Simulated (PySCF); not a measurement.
# Spinor energies of Ho⁴⁷⁺ (holmium, charge +47)

Start: [Ar] 3d2; 3d3/2 filled at m_j = +1/2, +3/2. Calculated with PySCF 2.14 in an uncontracted even-tempered set (15 s from 12 bohr⁻², ratio 2.8; 12 p from 15 bohr⁻², ratio 2.8; 8 d from 15 bohr⁻², ratio 2.8; 3 f from 47 bohr⁻², ratio 3): generalised Hartree-Fock with the X2C-1e Hamiltonian and a Gaussian nucleus; one run each with spin-orbit coupling (SO) switched off, then screened by Boettger's factors.

| spinor shell | electrons | ε, spin-free (eV) | ε, screened SO (eV) | weight of nominal j (screened SO) | rms radius, screened SO (bohr) |
| --- | --- | --- | --- | --- | --- |
| 1s1/2 | 2 | -58849.9 | -58835.6 | 1.000 | 0.0236 |
| 2s1/2 | 2 | -12339.9 | -12334.4 | 1.000 | 0.0944 |
| 2p1/2 | 2 | -11269.0 | -11888.3 | 1.000 | 0.0806 |
| 2p3/2 | 4 | -11269.0 | -11003.9 | 1.000 | 0.0869 |
| 3s1/2 | 2 | -4645.0 | -4643.3 | 1.000 | 0.233 |
| 3p1/2 | 2 | -4308.3 | -4467.8 | 1.000 | 0.222 |
| 3p3/2 | 4 | -4308.3 | -4238.8 | 1.000 | 0.234 |
| 3d3/2 | 2 | -3989.5 | -4014.0 | 0.997 | 0.201 |

| quantity | spin-free | screened SO |
| --- | --- | --- |
| E (hartree) | -10648.02858 | -10659.63063 |
| M_J | 2 | 2 |
| ⟨J²⟩ | 8.000 | 6.018 |
| ⟨L²⟩ | 12.000 | 10.206 |
| ⟨S²⟩ | 2.000 | 1.536 |

Each row is a mean over spinors that exchange with the open shell spreads, by up to 29.375 eV (3p1/2).

Breit and QED terms are absent; they matter most for the inner s and p1/2 levels.

Densities and radii are taken from the X2C orbitals without a picture-change correction, which distorts them close to the nucleus.

Without spin-orbit coupling the j labels of p, d and f shells carry no meaning; the spin-free column gives the mean over the occupied spinors of each nl shell, and its ⟨J²⟩ belongs to a mixture of degenerate components.
